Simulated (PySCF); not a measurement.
Species: C₄H₉O₃Si (doublet state).
Structure used (GFN2-xTB), in Å, numbered top down from 1:
```
atom  x, y, z in Å
C1    -2.5467    0.6704    0.1191
C2    -1.9751   -0.4856   -0.6901
O3    -0.9476   -1.1744    0.0233
C4     0.2594   -0.5885    0.0403
O5     0.5278    0.4713   -0.5400
C6     1.2651   -1.2649    0.7693
O7     2.4522   -0.7284    0.7980
Si8    2.8659    0.7086    0.0299
H9    -1.7788    1.4219    0.2849
H10   -2.9075    0.3140    1.0811
H11   -3.3703    1.1225   -0.4260
H12   -2.7353   -1.2453   -0.8829
H13   -1.5670   -0.1166   -1.6370
H14    1.1023   -2.1902    1.2981
H15    2.2292    1.8678    0.6357
H16    2.8652    0.5914   -1.4197
H17    4.2542    0.6380    0.5058
```

The hyperfine couplings belong to this conformer and change with its torsions.

As a line formula: `CCOC(=O)[CH]O[SiH3]` [radical].

Method: UKS B3LYP, pcH-1 on C H O Si, non-relativistic, mean-field spin-orbit, GIAO in PySCF 2.14.0. One conformer (not necessarily the lowest) at the GFN2-xTB geometry, without solvent, vibrations or thermal averaging. The geometry wasn't refined by DFT: couplings that depend on bond lengths, twists or pyramidal angles can differ widely from those at the functional's own minimum. Stability of the SCF solution: not tested.

Principal values of hyperfine tensors in MHz (contact, dipolar and spin–orbit terms together), for some of the nuclei:

| atom | isotope | A1 | A2 | A3 |
| --- | --- | --- | --- | --- |
| H14 | 1H | -73.57 | -49.70 | -19.40 |
| C4 | 13C | -34.25 | -30.53 | -21.83 |
| H15 | 1H | 17.61 | 18.21 | 23.53 |
| O7 | 17O | -88.67 | 14.36 | 15.83 |
| H16 | 1H | 17.15 | 17.75 | 23.07 |
| O5 | 17O | -67.98 | 13.29 | 13.51 |
| Si8 | 29Si | 7.37 | 7.80 | 8.92 |
| C1 | 13C | 5.57 | 5.73 | 7.45 |

(1) Split each tensor into its isotropic and traceless parts, and turn a_iso into mT with g = 2.0042.

(2) What spin density at the nucleus of C1 lies behind its contact coupling (g_N = 1.40482)?

(3) C6 (13C, g_N = 1.40482) isn't in the table. Its spin density at the nucleus is 0.04113 bohr⁻³. What is its contact coupling?

(4) Which nucleus of the table has the largest anisotropic coupling, and what is its form?

(5) In a single crystal, with the field along each principal axis of the tensor of C4 in turn, what first-order splitting does this nucleus give (isotropic g, quadrupole terms neglected)?

Answers

(1) a_iso = (A1 + A2 + A3)/3, Ti = Ai − a_iso; 1 mT corresponds to 28.051 MHz. The tensors hold a spin–orbit part: the run splits a_iso into a_FC + a_SO, and T includes its anisotropic share.

```
atom  a_iso (MHz)    a_FC   a_SO  a_iso (mT)      T1     T2     T3
 H14       -47.56  -47.57   0.01      -1.695  -26.02  -2.14  28.16
  C4       -28.87  -28.90   0.03      -1.029   -5.38  -1.66   7.04
 H15        19.78   19.78   0.00       0.705   -2.17  -1.57   3.75
  O7       -19.50  -19.48  -0.02      -0.695  -69.18  33.85  35.33
 H16        19.33   19.33   0.00       0.689   -2.17  -1.57   3.74
  O5       -13.73  -13.57  -0.16      -0.489  -54.25  27.02  27.24
 Si8         8.03    8.04  -0.01       0.286   -0.66  -0.23   0.89
  C1         6.25    6.25   0.00       0.223   -0.68  -0.52   1.20
```

(2) a_FC = (2μ0/3) gₑ μB g_N μN ρ(0)/(2S·h) = 800.24 MHz × g_N × ρ(0)/(2S), with ρ in bohr⁻³. With a_FC = 6.25 MHz and 2S = 1, ρ(0) = 0.005559 bohr⁻³.

(3) By the same relation, a_FC = 46.2 MHz. The spin–orbit term adds -0.05 MHz. Its full tensor has the principal values -9.16, -8.26, 155.99 MHz.

(4) O7: -69.2, 33.9, 35.3 MHz, nearly axial, close to the ratio +1:+1:−2.

(5) 2 lines (I = 1/2), spaced by |A_i|/(g × 13.996): 1.22, 1.09, 0.78 mT along the axes of A1, A2 and A3.
